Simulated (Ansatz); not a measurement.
Basis sets compared for the cluster Ag₂Te₄. The state is a singlet with charge 0. Geometry PBE0-D4/def2-SVP. Ansatz on 4 threads of Arm Neoverse V2 on a shared host; times are rough, and most runs start from earlier orbitals.

Cartesian coordinates in Å:
```
Ag -0.4341 1.0101 -1.5186
Ag -0.4109 -1.7015 -0.6197
Te 1.9616 -0.4040 -1.3345
Te -2.3986 0.0714 0.2284
Te 1.7309 1.0794 1.0187
Te -0.4489 -0.0553 2.2257
```

In the def2 sets Ag, Te take a core potential; there is no spin–orbit coupling. The structure comes from a short search, and lower isomers may exist.

Binding counts from free atoms (Ag doublet, Te triplet) in the same basis, without a counterpoise term.

```csv
level,functions,energy (Eh),HOMO (eV),LUMO (eV),binding per atom (eV),wall time
PBE-D4/def2-SVP,166,-1366.2153,-4.87,-3.34,2.13,3.5 s
PBE0-D4/def2-SVP,166,-1366.2441,-5.76,-2.67,1.99,7 s
```

(1) Estimate the rows for PBE-D4/def2-TZVP (with forces), PBE0-D4/def2-TZVP.

Results:

(1) 
| level | functions | energy (Eh) | HOMO (eV) | LUMO (eV) | binding per atom (eV) | wall time |
| --- | --- | --- | --- | --- | --- | --- |
| PBE-D4/def2-TZVP (with forces) | 280 | -1366.3370 | -4.89 | -3.32 | 2.17 | 8.5 s |
| PBE0-D4/def2-TZVP | 280 | -1366.3606 | -5.75 | -2.62 | 2.04 | 15 s |
